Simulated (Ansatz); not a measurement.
Stepwise reaction of `O[SiH2]N[SiH3]` with ammonia, as a gas-phase model of exchange steps in deposition or etching. ΔE in kJ/mol.

Isolated molecules relaxed with PBE0-D4/def2-TZVP in Ansatz; ΔE leaves out vibrations. CCSD(T)/CBS is the MP2 limit (def2-TZVPP, def2-QZVPP) plus CCSD(T) − MP2 in def2-TZVPP, frozen cores. This one scheme is used for every species. Functionals use def2-TZVPP. B3LYP here is the variant with VWN-RPA as its local correlation; programs differ in this. One conformer a species, not always the lowest.

```json
{"step": "2", "reaction": "`N[SiH2]N[SiH2]O` + NH₃ → `N[SiH2]N[SiH](N)O` + H₂", "PBE-D4": "-63.0", "B3LYP-D4": "-63.7", "ωB97M-V": "-63.9", "CCSD(T)/CBS": "-61.5"}
```

Give the row of step 1, `O[SiH2]N[SiH3]` + NH₃ → `N[SiH2]N[SiH2]O` + H₂. (An estimate is asked.)

Ansatz gave: 
```
step                                         reaction  PBE-D4  B3LYP-D4  ωB97M-V  CCSD(T)/CBS
   1  `O[SiH2]N[SiH3]` + NH₃ → `N[SiH2]N[SiH2]O` + H₂   -39.6     -42.1    -43.3        -43.0
```

By hand: ΔE of the 2 steps together at CCSD(T)/CBS.

(-43.0) + (-61.5) = -104.5 kJ/mol, or -52.2 kJ/mol a step.

In ΔE each step is lower than the one before. All are downhill at CCSD(T)/CBS. PBE-D4 differs from CCSD(T)/CBS by -1.5 to 3.4 kJ/mol a step. Only this route is followed, and other bonds may react first. Isolated molecules leave out the surface, adducts and barriers. Largest T1 diagnostic: 0.011.
